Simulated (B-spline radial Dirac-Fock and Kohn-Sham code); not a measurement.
The N4-O23O23 Auger spectrum of Os⁵⁺

System: Os⁵⁺, configuration [Xe] 4f14 5d3, inside a Watson sphere of charge -5 and radius 2.2 Å (a model of the Madelung potential; inside it an electron's potential energy is raised by 32.7 eV).

Model: multi-electron Dirac-Fock with separately optimised hole states, Breit and Lamb-shift corrections added in first order. Program: an atomic code on a B-spline grid. The two-hole levels come from diagonalising the Coulomb interaction among the jj configurations; intensities are independent-particle Coulomb rates. Kinetic energies are from the vacuum level. The model has no electron correlation. Open outer shells are spectators and are not coupled to the holes.

| kinetic energy (eV) | J | leading jj holes (weight) | leading LS term (weight) | intensity (%) |
| --- | --- | --- | --- | --- |
| 124.6 | 0 | O2O2 (0.98) | ³P0 (0.54) | 13.3 |
| 139.0 | 2 | O2O3 (0.99) | ¹D2 (0.75) | 66.1 |
| 141.0 | 1 | O2O3 (1.00) | ³P1 (1.00) | 2.0 |
| 150.2 | 0 | O3O3 (0.98) | ¹S0 (0.54) | 0.0 |
| 153.7 | 2 | O3O3 (0.99) | ³P2 (0.75) | 18.5 |

The strongest line, by its leading LS label ¹D2, lies at 139.0 eV. The mean weight of the leading component is 0.99 in jj and 0.71 in LS coupling, so jj labels describe these levels better.

Values without a named source are computed, but for edge energies of neutral atoms, which are taken from tables.
